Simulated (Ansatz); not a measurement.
Molecule: ethane-1,2-diamine, C2H8N2, net charge 0, singlet state. 
Geometry from a B3LYP-D3(BJ)/def2-TZVP (Ansatz, a quantum-chemistry and plane-wave program) optimisation:
```
C
H 1 1.0913
H 1 1.1021 2 106.72
N 1 1.4625 2 108.58 3 122.90
H 4 1.0123 1 110.90 2 -54.22
H 4 1.0137 5 107.05 1 120.96
C 1 1.5216 2 108.57 3 -117.10
H 7 1.0913 1 108.57 2 -57.72
H 7 1.1021 8 106.72 1 117.10
N 7 1.4625 8 108.58 9 122.90
H 10 1.0123 7 110.90 8 -54.22
H 10 1.0137 11 107.05 7 120.96
```
Charge 0, spin multiplicity 1.

Basis-set convergence of Hartree-Fock and CCSD(T) correlation energies (hartree) with Ansatz. Cores are frozen in the correlated levels unless marked. No spin-orbit coupling. Non-relativistic.

```
basis    functions       E(HF)  E(corr, CCSD(T))  rough core time
-------  ---------  ----------  ----------------  ---------------
cc-pVDZ         96  -189.28929          -0.70185       under 20 s
cc-pVTZ        232           ?                 ?             40 s
```

Q: Fill in the missing entries.

A: 
- cc-pVTZ, E(HF): -189.34813
- cc-pVTZ, E(corr, CCSD(T)): -0.85533
